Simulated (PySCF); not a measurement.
**How methods differ on the ionisation energy of Au**

Au [Xe] 4f14 5d10 6s1 (2S) → Au⁺ [Xe] 4f14 5d10 (1S), as a difference of total energies. Computed with PySCF 2.14 in aug-cc-pVTZ-PP with one added diffuse shell each of s, p, d, f, g type with ECP60MDF (7s7p6d4f3g, 113 functions), with a scalar-relativistic core potential. Correlated levels: valence: 5s2 5p6 frozen. The calculations carry no spin-orbit coupling.

```tsv
method	ionisation energy (eV)
UHF	7.681
LDA	9.897
PBE0	9.218
r2SCAN	9.494
r2SCANh	9.398
wB97X-V	8.857
MP2 (valence)	9.189
SCS-MP2 (valence)	8.987
```

Q: Estimate what r2SCAN0 gives.

A: 9.257 eV, closest to PBE0 among the rows shown.

Q: Estimate what PBE gives.

A: 9.539 eV, closest to r2SCAN among the rows shown.

Errors of the correlated levels include the incompleteness of this basis and the frozen core.

For comparison: 9.226 eV (measured; NIST Atomic Spectra Database, ionization energies).
